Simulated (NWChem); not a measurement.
System: C₃H₉N; SMILES C(C)CN

Input file for NWChem:

```
start job
memory heap 200 mb stack 900 mb global 1100 mb
geometry units angstroms noautoz
  C     -0.130242    -1.913272    -0.006756
  C      0.517724    -0.539106    -0.039607
  C     -0.483556     0.604462     0.020838
  N      0.184499     1.888437    -0.067101
  H      0.621839    -2.715669    -0.043559
  H     -0.724360    -2.059267     0.910073
  H     -0.808597    -2.057353    -0.863348
  H      1.124177    -0.415550    -0.952138
  H      1.222499    -0.441131     0.806550
  H     -1.114401     0.475412     0.929208
  H     -1.173376     0.516339    -0.837267
  H      0.769505     2.035109     0.754323
  H     -0.494242     2.646495    -0.067404
end
basis spherical
  * library def2-svp
end
dft
  xc b3lyp
  iterations 150
  mulliken
end
task dft energy
```

Excerpt of the output:

```
             Northwest Computational Chemistry Package (NWChem) 7.3.0
             --------------------------------------------------------

 C1  symmetry detected

                             Geometry "geometry" -> ""
                             -------------------------

 Output coordinates in angstroms (scale by  1.889725989 to convert to a.u.)

  No.       Tag          Charge          X              Y              Z
 ---- ---------------- ---------- -------------- -------------- --------------
    1 C                    6.0000    -0.12498475    -1.91732216    -0.00373938
    2 C                    6.0000     0.51641684    -0.54009488    -0.03721084
    3 C                    6.0000    -0.49059117     0.59871695     0.01761151
    4 N                    7.0000     0.17151947     1.88574191    -0.07069927
    5 H                    1.0000     0.63109587    -2.71613031    -0.03643310
    6 H                    1.0000    -0.72143219    -2.06436741     0.91140777
    7 H                    1.0000    -0.79978218    -2.06640638    -0.86228293
    8 H                    1.0000     1.12529357    -0.41541985    -0.94797394
    9 H                    1.0000     1.21789203    -0.43700862     0.81107823
   10 H                    1.0000    -1.12381900     0.46842125     0.92414386
   11 H                    1.0000    -1.17711967     0.50553128    -0.84259576
   12 H                    1.0000     0.75307384     2.03689361     0.75236194
   13 H                    1.0000    -0.51088411     2.64049358    -0.07477889

 Effective nuclear repulsion energy (a.u.)     131.3837050968

                                 NWChem DFT Module
                                 -----------------

 Summary of "ao basis" -> "ao basis" (spherical)
 ------------------------------------------------------------------------------
       Tag                 Description            Shells   Functions and Types
 ---------------- ------------------------------  ------  ---------------------
 C                          def2-svp                 6       14   3s2p1d
 N                          def2-svp                 6       14   3s2p1d
 H                          def2-svp                 3        5   2s1p

            General Information
            -------------------
          SCF calculation type: DFT
          Wavefunction type:  closed shell.
          No. of atoms     :    13
          No. of electrons :    34
           Alpha electrons :    17
            Beta electrons :    17
          Charge           :     0
          Spin multiplicity:     1
          Use of symmetry is: off; symmetry adaption is: off
          Maximum number of iterations: 150
          AO basis - number of functions:   101
                     number of shells:    51
          Convergence on energy requested:  1.00D-06
          Convergence on density requested:  1.00D-05
          Convergence on gradient requested:  5.00D-04

              XC Information
              --------------
                         B3LYP Method XC Potential
                     Hartree-Fock (Exact) Exchange  0.200
                        Slater Exchange Functional  0.800 local
                    Becke 1988 Exchange Functional  0.720 non-local
              Lee-Yang-Parr Correlation Functional  0.810
                  VWN I RPA Correlation Functional  0.190 local

             Grid Information
             ----------------
          Grid used for XC integration:  medium
          Radial quadrature: Mura-Knowles
          Angular quadrature: Lebedev.
          Tag              B.-S. Rad. Rad. Pts. Rad. Cut. Ang. Pts.
          ---              ---------- --------- --------- ---------
          C                   0.70       49          12.0       434
          N                   0.65       49          12.0       434
          H                   0.35       45          13.0       434
          Grid pruning is: on
          Number of quadrature shells:   601
          Spatial weights used:  Erf1

      Superposition of Atomic Density Guess
      -------------------------------------

 Sum of atomic energies:        -171.61212425

      Non-variational initial energy
      ------------------------------

 Total energy =    -174.423489
 1-e energy   =    -489.067957
 2-e energy   =     183.260763
 HOMO         =      -0.311589
 LUMO         =       0.095727

     ---------------------------------------------
      Total Density - Mulliken Population Analysis
     ---------------------------------------------

    Atom       Charge   Shell Charges
 -----------   ------   -------------------------------------------------------
    1 C    6     6.26   1.99  0.96  0.19  2.05  1.04  0.02
    2 C    6     6.25   1.99  0.97  0.21  2.02  1.04  0.04
    3 C    6     5.99   1.99  0.95  0.19  1.91  0.91  0.05
    4 N    7     7.55   1.99  1.04  0.45  2.50  1.56  0.01
    5 H    1     0.89   0.67  0.20  0.02
    6 H    1     0.90   0.67  0.20  0.02
    7 H    1     0.90   0.67  0.20  0.02
    8 H    1     0.91   0.68  0.20  0.02
    9 H    1     0.90   0.68  0.20  0.02
   10 H    1     0.94   0.70  0.22  0.02
   11 H    1     0.93   0.69  0.21  0.02
   12 H    1     0.78   0.61  0.13  0.04
   13 H    1     0.78   0.61  0.13  0.04

   convergence    iter        energy       DeltaE   RMS-Dens  Diis-err
 ---------------- ----- ----------------- --------- --------- ---------
 d= 0,ls=0.0,diis     1   -174.3137913889 -3.06D+02  8.17D-03  3.64D-01
 d= 0,ls=0.0,diis     2   -174.3463355884 -3.25D-02  3.57D-03  1.21D-01
 d= 0,ls=0.0,diis     3   -174.3545710470 -8.24D-03  1.40D-03  4.53D-02
 d= 0,ls=0.0,diis     4   -174.3592865034 -4.72D-03  2.06D-04  4.43D-04
 d= 0,ls=0.0,diis     5   -174.3593315630 -4.51D-05  5.05D-05  4.69D-05
  Resetting Diis
 d= 0,ls=0.0,diis     6   -174.3593374199 -5.86D-06  9.50D-06  1.39D-06
 d= 0,ls=0.0,diis     7   -174.3593375886 -1.69D-07  3.57D-06  3.87D-08

[...]
```

Level: B3LYP/def2-SVP. Coordinates come from a PBE0/def2-SVP optimisation. B3LYP is NWChem's, with the RPA form of VWN correlation.
